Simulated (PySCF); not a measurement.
# P³⁺ (phosphorus, charge +3) across methods

[Ne] 3s2, closed-shell 1S. Calculation: PySCF 2.14, in aug-cc-pV(Q+d)Z with one added diffuse shell each of s, p, d, f, g type (8s7p6d4f3g, 114 functions); no relativity, point nucleus.

```csv
method,E (hartree),mean ε 2s (eV),mean ε 2p (eV),mean ε 3s (eV),Σ⟨r²⟩ (bohr²),⟨S²⟩
r2SCAN,-339.0060,-216.11,-165.70,-45.719,8.881,0.000
LDA,-337.7705,-210.91,-163.45,-45.649,8.822,0.000
wB97M-V,-339.0615,-222.70,-171.37,-49.371,8.859,0.000
wB97X-V,-339.0030,-221.10,-170.92,-49.382,8.871,0.000
UHF,-338.56290,-243.30,-185.68,-49.885,8.947,0.000
PBE0,-338.9155,-219.96,-169.27,-46.853,8.846,0.000
revPBE,-338.9863,-211.82,-163.31,-45.446,8.846,0.000
```

Task: Estimate the same row for PBE.

Result: E (hartree) = -338.8868; mean ε 2s (eV) = -211.74; mean ε 2p (eV) = -163.39; mean ε 3s (eV) = -45.511; Σ⟨r²⟩ (bohr²) = 8.833; ⟨S²⟩ = 0.000.
